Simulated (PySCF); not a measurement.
# Ba2 at PBE0

Level: PBE0. PySCF, spin-free X2C with a Gaussian nucleus, basis sets Ba x2c-TZVPall.

| Property | Result |
| --- | --- |
| state | ³Πg (triplet), unpaired electrons σ ↑, π ↑, a second solution, started from another occupation |
| bond length | 0.4088 nm |
| harmonic wavenumber | 74.2 cm⁻¹ |
| force constant | 0.224 mdyn/Å |
| rotational constant Be | 0.01463 cm⁻¹ |
| anharmonicity ωexe | 0.116 cm⁻¹ |
| vibration–rotation constant αe | 2.64e-05 cm⁻¹ |
| energy of the minimum from ground-state Ba + Ba | -0.045 eV |
| bond order (Mayer) | 1.37 |

Spin–orbit coupling is left out.
